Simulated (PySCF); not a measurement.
# Electron correlation in Sn⁴⁺ (tin, charge +4)

Starting occupation: [Kr] 4d10. Calculation: PySCF 2.14, in x2c-QZVPPall-2c; X2C-1e with screened-nucleus spin-orbit coupling, Gaussian nucleus. Frozen: [Ar] 3d10; 18 electrons correlated; the 26 highest virtual spinors left out.

MP2 pair energies summed by pair of shells (mhartree):

| pair | energy | share (%) |
| --- | --- | --- |
| 4d3/2-4d5/2 | -162.20 | 29.0 |
| 4d5/2-4d5/2 | -118.45 | 21.2 |
| 4d3/2-4d3/2 | -52.24 | 9.3 |
| 4d5/2-4p3/2 | -49.10 | 8.8 |
| 4d3/2-4p3/2 | -33.79 | 6.0 |
| 4d5/2-4p1/2 | -25.20 | 4.5 |
| 4d5/2-4s1/2 | -20.83 | 3.7 |
| 4p3/2-4p3/2 | -19.87 | 3.5 |
| 4p1/2-4p3/2 | -19.22 | 3.4 |
| 4d3/2-4p1/2 | -16.35 | 2.9 |
| 4d3/2-4s1/2 | -14.01 | 2.5 |
| 4p3/2-4s1/2 | -12.81 | 2.3 |
| 4p1/2-4s1/2 | -6.58 | 1.2 |
| 4p1/2-4p1/2 | -5.33 | 1.0 |
| 4s1/2-4s1/2 | -3.95 | 0.7 |

Total MP2 correlation energy: -559.93 mhartree.

This basis was not built for core-valence correlation, so the inner-shell part is incomplete.
